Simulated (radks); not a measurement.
These are the eigenvalues of the occupied orbitals of an atom or ion with whole-number occupations (eV). Method: Dirac Kohn-Sham, BLYP, spin-unpolarised, spherical densities, finite nucleus; Fermi nuclear charge, rms radius of each element as measured or else 0.836 A^(1/3) + 0.57 fm; computed with a radial shooting solver on a logarithmic mesh with Libxc functionals.

1s1/2: -8784.464
2s1/2: -1527.019
2p1/2: -1407.006
2p3/2: -1388.990
3s1/2: -554.4042

Which element is it, and in what charge state? The configuration may be excited. Open shells, if any, fill j = l - 1/2 first.

Answer. Z = 28, nickel, charge +16: Ni16+ in [Ne] 3s2. The list shows which subshells hold electrons but not how many an open one holds; the 1s level, -322.82 hartree, gives Z - s = 25.4 by -(Z - s)^2/2, which with screening and relativity narrows Z to a few neighbours, and the depths of the outer levels then fix element, charge and occupations together.
